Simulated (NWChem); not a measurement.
Everything below was run with NWChem. System: OSe, charge -1, spin multiplicity 2, at the geometry of a parent with another charge or spin, in a state set for the comparison that need not be this species' ground state. Its SCF solution wasn't tested for a lower state. Level: UCAM-B3LYP/def2-TZVPD.

Part of the output:

```
             Northwest Computational Chemistry Package (NWChem) 7.3.0
             --------------------------------------------------------

                                NWChem Input Module
                                -------------------

 Scaling coordinates for geometry "geometry" by  1.889725989
 (inverse scale =  0.529177249)

 Turning off AUTOSYM since
 SYMMETRY directive was detected!

                             Geometry "geometry" -> ""
                             -------------------------

 Output coordinates in angstroms (scale by  1.889725989 to convert to a.u.)

  No.       Tag          Charge          X              Y              Z
 ---- ---------------- ---------- -------------- -------------- --------------
    1 O                    8.0000     0.00000000     0.00000000     1.34103300
    2 Se                  34.0000     0.00000000     0.00000000    -0.31553700

 Effective nuclear repulsion energy (a.u.)      86.8880951170

            Nuclear Dipole moment (a.u.)
            ----------------------------
        X                 Y               Z
 ---------------- ---------------- ----------------
     0.0000000000     0.0000000000     0.0000113384

      Symmetry information
      --------------------

 Group name             C2v
 Group number             16
 Group order               4
 No. of unique centers     2

      Symmetry unique atoms

     1    2


 Summary of "ao basis" -> "" (spherical)
 ------------------------------------------------------------------------------
       Tag                 Description            Shells   Functions and Types
 ---------------- ------------------------------  ------  ---------------------
 *                         def2-tzvpd                 on all atoms

                                 NWChem DFT Module
                                 -----------------

 Summary of "ao basis" -> "ao basis" (spherical)
 ------------------------------------------------------------------------------
       Tag                 Description            Shells   Functions and Types
 ---------------- ------------------------------  ------  ---------------------
 O                         def2-tzvpd               14       40   6s4p3d1f
 Se                        def2-tzvpd               19       57   7s6p5d1f

 Summary of "ao basis" -> "ao basis" (spherical)
 ------------------------------------------------------------------------------
       Tag                 Description            Shells   Functions and Types
 ---------------- ------------------------------  ------  ---------------------
 O                         def2-tzvpd               14       40   6s4p3d1f
 Se                        def2-tzvpd               19       57   7s6p5d1f

      Symmetry analysis of basis
      --------------------------

        a1         43
        a2         10
        b1         22
        b2         22

  int_init: cando_txs set to always be  F

            General Information
            -------------------
          SCF calculation type: DFT
          Wavefunction type:  spin polarized.
          No. of atoms     :     2
          No. of electrons :    43
           Alpha electrons :    22
            Beta electrons :    21
          Charge           :    -1
          Spin multiplicity:     2
          Use of symmetry is: on ; symmetry adaption is: on
          Maximum number of iterations: 100
          This is a Direct SCF calculation.
          AO basis - number of functions:    97
                     number of shells:    33
          Convergence on energy requested:  1.00D-06
          Convergence on density requested:  1.00D-05
          Convergence on gradient requested:  5.00D-04

              XC Information
              --------------
                     Hartree-Fock (Exact) Exchange  1.000
                   CAM-Becke88 Exchange Functional  1.000
                      VWN V Correlation Functional  0.190 local
              Lee-Yang-Parr Correlation Functional  0.810

           Range-Separation Parameters
           ---------------------------
           Alpha           :  0.19
           Beta            :  0.46
           Gamma           :  0.33
           Short-Range HF  :     F
[...]
                     -----------------------------------------

 Vector   19  Occ=1.000000D+00  E=-1.852229D-01  Symmetry=b1
              MO Center= -5.0D-14,  1.6D-16,  8.4D-01, r^2= 1.5D+00
   Bfn.  Coefficient  Atom+Function         Bfn.  Coefficient  Atom+Function
  ----- ------------  ---------------      ----- ------------  ---------------
     7      0.371310  1 O  px                10      0.306290  1 O  px
    57      0.251090  2 Se px                13      0.225427  1 O  px
    51     -0.186254  2 Se px                54      0.168310  2 Se px
    60      0.126828  2 Se px                48      0.056910  2 Se px
    16      0.055854  1 O  px                69      0.036712  2 Se d  1

 Vector   20  Occ=1.000000D+00  E=-1.523480D-01  Symmetry=b2
              MO Center= -4.4D-16, -1.7D-15,  7.0D-01, r^2= 1.7D+00
   Bfn.  Coefficient  Atom+Function         Bfn.  Coefficient  Atom+Function
  ----- ------------  ---------------      ----- ------------  ---------------
     8      0.325080  1 O  py                58      0.282152  2 Se py
    11      0.271490  1 O  py                14      0.210613  1 O  py
    52     -0.208859  2 Se py                55      0.188215  2 Se py
    61      0.159176  2 Se py                49      0.063812  2 Se py
    17      0.060305  1 O  py                67     -0.040260  2 Se d -1

 Vector   21  Occ=1.000000D+00  E=-1.705509D-02  Symmetry=b1
              MO Center= -1.0D-13,  5.9D-15, -3.2D-02, r^2= 2.9D+00
   Bfn.  Coefficient  Atom+Function         Bfn.  Coefficient  Atom+Function
  ----- ------------  ---------------      ----- ------------  ---------------
    60      0.405671  2 Se px                57      0.379964  2 Se px
     7     -0.283452  1 O  px                51     -0.262269  2 Se px
    54      0.247205  2 Se px                10     -0.235901  1 O  px
    13     -0.225335  1 O  px                63      0.197199  2 Se px
    16     -0.152134  1 O  px                48      0.079603  2 Se px

 Vector   22  Occ=0.000000D+00  E= 1.460304D-01  Symmetry=b2
              MO Center= -1.7D-15, -5.9D-13, -3.3D-01, r^2= 8.2D+00
   Bfn.  Coefficient  Atom+Function         Bfn.  Coefficient  Atom+Function
  ----- ------------  ---------------      ----- ------------  ---------------
    64      0.911842  2 Se py                17     -0.535290  1 O  py
    58      0.266057  2 Se py                 8     -0.243223  1 O  py
    61      0.225738  2 Se py                11     -0.214956  1 O  py
    14     -0.163990  1 O  py                52     -0.162231  2 Se py
    55      0.140347  2 Se py                87      0.065754  2 Se d -1

 Vector   23  Occ=0.000000D+00  E= 1.623018D-01  Symmetry=a1
              MO Center= -1.4D-14,  3.7D-15, -1.2D+00, r^2= 1.7D+01
   Bfn.  Coefficient  Atom+Function         Bfn.  Coefficient  Atom+Function
  ----- ------------  ---------------      ----- ------------  ---------------
    65      1.618494  2 Se pz                 6     -1.464777  1 O  s
    47      0.757757  2 Se s                  5      0.437549  1 O  s
    88      0.291671  2 Se d  0               4     -0.197385  1 O  s
    18     -0.169360  1 O  pz                83     -0.134735  2 Se d  0
    45      0.102804  2 Se s                 46     -0.077907  2 Se s

 Vector   24  Occ=0.000000D+00  E= 1.781539D-01  Symmetry=b1
              MO Center=  2.9D-16,  7.6D-16, -7.3D-01, r^2= 1.8D+01
   Bfn.  Coefficient  Atom+Function         Bfn.  Coefficient  Atom+Function
  ----- ------------  ---------------      ----- ------------  ---------------
    63      1.615136  2 Se px                16     -0.728435  1 O  px
    60     -0.447332  2 Se px                89     -0.277820  2 Se d  1
    54     -0.132555  2 Se px                13      0.129038  1 O  px
    51      0.103260  2 Se px                84      0.060315  2 Se d  1
     7      0.033809  1 O  px                48     -0.030929  2 Se px

   alpha - beta orbital overlaps
   -----------------------------

   alpha      1      2      3      4      5      6      7      8      9     10
    beta      1      2      4      3      5      6      7      8      9     10
 overlap   1.000  1.000  1.000  1.000  1.000  1.000  1.000  1.000  1.000  1.000

   alpha     11     12     13     14     15     16     17     18     19     20
    beta     11     12     13     14     15     16     17     20     18     19
 overlap   0.989  1.000  1.000  1.000  0.989  1.000  0.999  0.990  1.000  1.000

   alpha     21     22     23     24     25     26     27     28     29     30
    beta     22     21     23     25     24     26     27     28     30     29
 overlap   0.850  1.000  1.000  0.862  1.000  1.000  0.996  0.997  0.993  1.000

   alpha     31     32     33     34     35     36     37     38     39     40
    beta     31     32     34     33     35     36     37     38     39     41
 overlap   1.000  0.998  0.994  1.000  0.999  0.999  0.998  1.000  0.999  0.990

   alpha     41     42     43     44     45     46     47     48     49     50
    beta     40     43     42     45     44     46     48     47     49     50
 overlap   0.992  0.984  0.992  0.992  1.000  0.994  0.991  1.000  0.999  0.999

   alpha     51     52     53     54     55     56     57     58     59     60
    beta     51     52     53     54     55     56     58     57     59     61
 overlap   1.000  0.989  0.989  1.000  0.999  0.999  0.983  0.999  0.984  0.998

   alpha     61     62     63     64     65     66     67     68     69     70
    beta     60     63     62     64     65     66     67     68     69     70
 overlap   0.999  0.998  0.999  0.999  0.999  1.000  1.000  0.999  1.000  0.999

   alpha     71     72     73     74     75     76     77     78     79     80
    beta     71     72     73     74     76     75     77     79     78     80
 overlap   1.000  1.000  1.000  1.000  1.000  1.000  1.000  0.998  1.000  0.999

   alpha     81     82     83     84     85     86     87     88     89     90
    beta     81     82     83     85     84     87     86     89     88     90
 overlap   1.000  1.000  0.998  1.000  1.000  0.998  1.000  1.000  0.998  1.000

   alpha     91     92     93     94     95     96     97
    beta     92     91     94     93     95     96     97
 overlap   0.998  1.000  1.000  1.000  0.998  1.000  1.000

     --------------------------
     Expectation value of S2:
     --------------------------
      <S2> =      0.7576 (Exact =     0.7500)

 center of mass
 --------------
 x =   0.00000000 y =   0.00000000 z =  -0.06872830

 moments of inertia (a.u.)
 ------------------
         130.331716893081           0.000000000000           0.000000000000
           0.000000000000         130.331716893081           0.000000000000
           0.000000000000           0.000000000000           0.000000000000

     Multipole analysis of the density
     ---------------------------------

     L   x y z        total         alpha         beta         nuclear
     -   - - -        -----         -----         ----         -------
     0   0 0 0     -1.000000    -22.000000    -21.000000     42.000000

     1   1 0 0     -0.000000     -0.000000     -0.000000      0.000000
     1   0 1 0     -0.000000     -0.000000      0.000000      0.000000
     1   0 0 1     -0.647998     -0.491301     -0.156708      0.000011

     2   2 0 0    -23.938764    -12.303329    -11.635435      0.000000
     2   1 1 0     -0.000000     -0.000000     -0.000000      0.000000
     2   1 0 1     -0.000000     -0.000000      0.000000      0.000000
     2   0 2 0    -20.999238    -12.117902     -8.881336      0.000000
     2   0 1 1      0.000000      0.000000     -0.000000      0.000000
     2   0 0 2    -25.321838    -46.527913    -42.259302     63.465378

 Task  times  cpu:       91.6s     wall:       91.6s

 Total times  cpu:       91.6s     wall:       91.6s
```

Problem. Write an NWChem input that would produce this output.

Solution. Several could match; the one computed here: 
```
start mol
memory heap 200 mb stack 900 mb global 1100 mb
charge -1
geometry units angstroms nocenter noautoz
  O      0.000000     0.000000     1.341033
  Se     0.000000     0.000000    -0.315537
  symmetry group C2v
end
basis spherical
  * library def2-tzvpd
end
dft
  xc xcamb88 1.00 lyp 0.81 vwn_5 0.19 hfexch 1.00
  cam 0.33 cam_alpha 0.19 cam_beta 0.46
  odft
  mult 2
  direct
  iterations 100
end
task dft energy
```
